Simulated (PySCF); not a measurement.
Compound: C5H7N2 (doublet state).
Geometry (GFN2-xTB, Å), atoms numbered from 1 in this order:
```
atom  x, y, z in Å
C1     3.073    0.381    0.316
N2     2.657   -0.706    0.850
C3     1.447   -0.994    1.289
C4     0.280   -0.407    0.819
C5    -0.666    0.191    0.350
C6    -1.896    0.746   -0.192
N7    -2.981   -0.220   -0.315
H8     4.040    0.372   -0.158
H9     2.527    1.322    0.356
H10    1.373   -1.815    1.990
H11   -2.244    1.566    0.448
H12   -1.693    1.157   -1.188
H13   -2.694   -0.996   -0.904
H14   -3.223   -0.597    0.595
```

The hyperfine couplings belong to this conformer and change with its torsions.

Identity: `[CH2]/N=C\C#CCN` [radical].

Method: PySCF 2.14.0, UKS B3LYP, pcH-1 on C H N, non-relativistic, mean-field spin-orbit, GIAO. Isolated species at its GFN2-xTB geometry (one conformer only). A GFN2-xTB geometry isn't a minimum of the functional, and hyperfine couplings can be far from their values at a DFT geometry. The frame is twisted about the N2–C3 bond at this geometry (dihedral C1–N2–C3–C4 = 26°); couplings at other torsion angles weren't computed. No stability test was run, so a lower SCF solution isn't excluded. ⟨S²⟩ is 0.773 where a pure state has 0.75.

Question: Give the principal g shifts and their parts.

Answer: 
```
                    Δg (ppm)     1     2     3
relativistic mass correction  -148  -148  -148
            gauge correction    51    -2   -15
   orbital Zeeman/spin–orbit  -136   100   537
                       total  -233   -51   373
```

So g = 2.00209, 2.00227, 2.00269 and g_iso = 2.00235; the tensor is rhombic: the two nearest values differ by 30 % of g3 − g1. Axes: g1 points within 15° of the C1–N2 bond.

Question: What are the electron Larmor frequencies g μB B/h along the three axes at 3350 mT?

Answer: 93.8727, 93.8812, 93.9011 GHz for g1, g2 and g3, a range of 28.4 MHz.

Question: Average each term over the three axes. Which is largest in size?

Answer: The orbital-Zeeman/spin–orbit term 167, the mass correction -148 and the gauge correction 11 ppm, for a total of 30 ppm. The orbital-Zeeman/spin–orbit term is the largest in size. The mass correction is the same along every axis, so the anisotropy comes from the other two: their spans along these axes are 66 (gauge) and 673 ppm (orbital Zeeman/spin–orbit).

Question: What effective moment and Curie constant follow for a powder?

Answer: With the mean of g² = 4.0094 and S(S+1) = 0.75: μ_eff = √(⟨g²⟩S(S+1)) = 1.734 μB and χT = 0.12505·⟨g²⟩·S(S+1) = 0.376 cm³ K/mol (cgs; spin-Hamiltonian part alone).

Question: In a frozen sample, at which fields do the three g values resonate at 9.5, 34, 94 and 263 GHz (hyperfine left aside), and which band first spreads them over more than twice a line width of 1.0 mT?

Answer: 
| band | GHz | B(g3) mT | B(g2) mT | B(g1) mT | spread mT |
| --- | --- | --- | --- | --- | --- |
| X | 9.5 | 338.92 | 338.99 | 339.02 | 0.10 |
| Q | 34.0 | 1212.98 | 1213.24 | 1213.35 | 0.37 |
| W | 94.0 | 3353.53 | 3354.24 | 3354.54 | 1.02 |
| J | 263.0 | 9382.74 | 9384.73 | 9385.59 | 2.84 |

The spread grows in proportion to the frequency. J band is the first where it exceeds 2.0 mT.

The largest Mulliken spin populations are on C3 (+0.53), C1 (+0.45), C5 (+0.32) and C4 (-0.17). Three atoms exceed +0.15. The angles at C3 add up to 359.7°, so it is planar.

The HOMO–LUMO gaps are 4.56 eV among the α and 4.14 eV among the β orbitals.
